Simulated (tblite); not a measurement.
Species: C4H11SSi2 (doublet state).
Geometry (GFN2-xTB, Å), atoms numbered from 1 in this order:
```
atom  x, y, z in Å
Si1    1.8860    0.8375    0.7310
C2     0.9095    0.0470   -0.7092
C3     0.3402   -1.3386   -0.3845
C4    -0.7494   -1.3224    0.6754
S5    -2.3382   -0.6486    0.0946
C6    -1.8795    1.1179   -0.0419
Si7   -0.4733    1.2128   -1.3149
H8     2.6331    1.9667    0.1789
H9     1.0010    1.3317    1.7906
H10    2.7963   -0.1531    1.3158
H11    1.6210   -0.0821   -1.5320
H12    1.1477   -1.9863   -0.0250
H13   -0.0680   -1.7951   -1.2920
H14   -0.9895   -2.3395    0.9885
H15   -0.4428   -0.7477    1.5507
H16   -2.7833    1.6263   -0.3657
H17   -1.6218    1.4716    0.9546
H18   -0.9979    0.8084   -2.6265
```

Computed values, GFN2-xTB/tblite, gas phase, harmonic and unscaled. Against measured fundamentals such values can be off by several per cent, at times by over 20. Modes of hydrogen on silicon can be 10 to 20 % off. One conformer, not necessarily the lowest. Open shells enter through the occupations alone, without spin polarisation, and single modes of such species can be off by tens of per cent.

Harmonic wavenumbers (cm⁻¹): 82.2, 119.2, 134.3, 170.7, 203.4, 253.7, 282.8, 335.0, 450.8, 505.6, 516.4, 559.9, 586.2, 659.3, 675.6, 689.7, 725.2, 733.2, 770.2, 786.2, 803.0, 810.5, 867.1, 953.8, 988.5, 1052.6, 1085.0, 1116.1, 1135.9, 1151.7, 1197.5, 1245.8, 1273.0, 1343.5, 1431.1, 1444.3, 1490.1, 2199.3, 2225.2, 2235.7, 2271.1, 2913.7, 2918.6, 2948.0, 2968.9, 2980.2, 2990.0, 3023.2.

A = 2206, B = 1133, C = 941.8 MHz; mass 147.012 u (most abundant isotopes); point group C1, symmetry number 1; spin multiplicity 2.

Q: What is the zero-point energy?

A: ½Σν̃ = 29152 cm⁻¹ = 348.73 kJ/mol.

Q: Entropy at 298.15 K, 1 bar (ideal gas, RRHO, classical rotation)?

A: Translation 171.10, rotation 122.60, vibration 105.18, spin (R ln 2) 5.76: S = 404.6 J/(mol K).

Q: And Cp and H(298.15 K) − H(0)?

A: Cp = 163.46 J/(mol K), of which vibrations give 130.20 (their classical limit is 48 R = 399.1); H(298.15 K) − H(0) = 27.99 kJ/mol without the zero-point energy, 18.07 from vibrations.

Q: What must be added to the electronic energy to get the Gibbs energy at 298.15 K and 1 bar?

A: ZPE + [H(298.15 K) − H(0)] − T·S = 348.73 + 27.99 − 120.65 = 256.07 kJ/mol.

Q: Blend soft modes into free rotors: weight 1/[1 + (100 cm⁻¹/ν̃)⁴] for the oscillator and the rest for a rotor with moment μB/(μ + B), μ = h/(8π²ν), B = 10⁻⁴⁴ kg m². What vibrational entropy results?

A: 102.05 J/(mol K) in place of 105.18, which changes −T·S at 298.15 K by +0.93 kJ/mol.

Q: How do the functions run with temperature in this model?

A: 
| T (K) | S (J/(mol K)) | Cp (J/(mol K)) | H − H(0) (kJ/mol) | G − H(0) (kJ/mol) | ln q(vib) |
| --- | --- | --- | --- | --- | --- |
| 50 | 245.6 | 47.5 | 1.87 | -10.41 | 0.16 |
| 100 | 286.2 | 71.5 | 4.87 | -23.75 | 0.92 |
| 373.15 | 444.9 | 195.6 | 41.48 | -124.53 | 7.22 |
| 500 | 508.5 | 239.4 | 69.20 | -185.06 | 10.43 |
| 750 | 617.6 | 298.0 | 136.97 | -326.25 | 16.61 |
| 1000 | 708.9 | 335.6 | 216.49 | -492.38 | 22.36 |

q(vib) and H(0) count from the zero-point level.

Hindered rotation and anharmonicity are outside this model. Other conformers, if any are populated, would add a mixing term that is left out. The structure is chiral; the term R ln 2 for an equal mix with its mirror image is left out.
